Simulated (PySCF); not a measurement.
In(F)2(SMe) (CH3F2InS), SMILES [F][In]([F])[S]C.

The structure is a stationary point at PBE0-D3(BJ)/def2-SVP. The structure was generated by enumeration; whether it is a known compound was not checked. The def2 effective core potentials stand for the cores of In; spin–orbit coupling is left out. Other conformers were not sampled.

Two levels are set side by side: PBE/def2-TZVP (PySCF) and HF/def2-TZVP (PySCF). Same geometry, gas phase. Differences are taken from unrounded values.

```json
[
 {"quantity": "orbital gap (eV)", "PBE": "3.03"},
 {"quantity": "highest occupied level (eV)", "PBE": "-6.56"},
 {"quantity": "lowest empty level (eV)", "PBE": "-3.52"},
 {"quantity": "dipole moment (D)", "PBE": "3.08"},
 {"quantity": "mean polarisability (bohr³)", "PBE": "66.9"}
]
```

**Question.** These are the PBE values. What does HF give? (Estimate from the structure and the level; the computed values follow.)

**Answer.** 
```
quantity                         HF  PBE minus HF
---------------------------  ------  ------------
orbital gap (eV)              11.21         -8.18
highest occupied level (eV)  -10.51          3.95
lowest empty level (eV)        0.70         -4.22
dipole moment (D)              3.03          0.05
mean polarisability (bohr³)    56.5          10.4
```

Without exact exchange PBE keeps part of each electron's self-repulsion, which lifts occupied levels and narrows the gap. Loosely held outer electrons make PBE densities more polarisable. Differences between two approximate levels are no errors against the true value.

Rough cost on one machine, each run with all the roots and properties that it gave: HF against PBE about 1/3.
